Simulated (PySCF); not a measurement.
From a computed spectrum to the compound

A species of 3 atoms with charge 1 has these harmonic modes (PBE0, small Gaussian bases with core potentials, PySCF 2.14.0):

```csv
cm⁻¹,km/mol,symmetry
135,17.9,a1
679,141.4,b2
690,44.9,a1
```

**Question.** Which species is it, and in which structure?

**Answer.** [LuF2]+ (singlet in the valence; each metal's 4f electrons, 14 of them, lie in its core potential, out of spins and levels):
```xyz
3

Lu    0.0000    0.0000   -0.1888
F     1.5682    0.0000    0.8691
F    -1.5682    0.0000    0.8691
```
Ideal gas at 298.15 K and 1 bar: S = 287.0 J/(mol K), Cp = 48.5 J/(mol K), H − H(0 K) = 12.3 kJ/mol (rigid rotor, harmonic modes, spin degeneracy alone, that of the 4f electrons in the core included). An lcecp potential fixes the number of 4f electrons, so in runs with it no electron can move into or out of that shell.
 Other answers can fit too; this one was computed.
